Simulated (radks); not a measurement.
Results of a calculation; reference values are marked as such.
Question: Pt2+, 76 electrons, occupied as [Xe] 4f14 5d7 6f1 (not the ground configuration). Code: a radial shooting solver on a logarithmic mesh with Libxc functionals. Model: scalar-relativistic Kohn-Sham, PBE, spin-polarised, spherical densities, finite nucleus; open shells are filled with parallel spins first (spin-orbit coupling, left out, can overturn this in heavy ions); Fermi nuclear charge, rms radius 5.427 fm. Some entries of the table are withheld. Estimate them.

orbital  occ.  eigenvalue (hartree)  <r^2> (bohr^2)  r(max) (bohr)
1s down     1             -2882.185       0.0004062        0.01062
1s up       1             -2882.185       0.0004062        0.01062
2s up       1             -507.3217        0.006203        0.06123
2s down     1             -507.3135        0.006203        0.06123
2p up       3             -439.9631        0.005202        0.05059
2p down     3             -439.9565        0.005202        0.05059
3s up       1             -120.0549         0.04005         0.1726
3s down     1             -120.0519         0.04004         0.1726
3p up       3             -100.4284         0.04106         0.1717
3p down     3             -100.4250         0.04105         0.1717
3d up       5             -79.10863         0.03401         0.1398
3d down     5             -79.10272         0.03401         0.1398
4s up       1             -26.70864          0.1944         0.3899
4s down     1             -26.70073          0.1945         0.3899
4p up       3             -20.26914          0.2219         0.4100
4p down     3             -20.26183          0.2219         0.4100
4d up       5             -12.43810          0.2535         0.4181
4d down     5             -12.42962          0.2533         0.4182
5s up       1              -4.91216           1.014         0.8696
5s down     1              -4.85387           1.006         0.8671
4f up       7              -3.73826          0.3249            (1)
4f down     7              -3.72540          0.3224            (2)
5p up       3              -3.22420           1.352         0.9772
5p down     3              -3.15114           1.342         0.9732
5d up       5                   (3)           2.554            (4)
5d down     2                   (5)           2.596            (6)
6f up       1              -0.17510           90.63          9.518

Answer: 
(1) 4f up r(max) (bohr): 0.3850
(2) 4f down r(max) (bohr): 0.3850
(3) 5d up eigenvalue (hartree): -1.31627
(4) 5d up r(max) (bohr): 1.229
(5) 5d down eigenvalue (hartree): -1.23233
(6) 5d down r(max) (bohr): 1.223
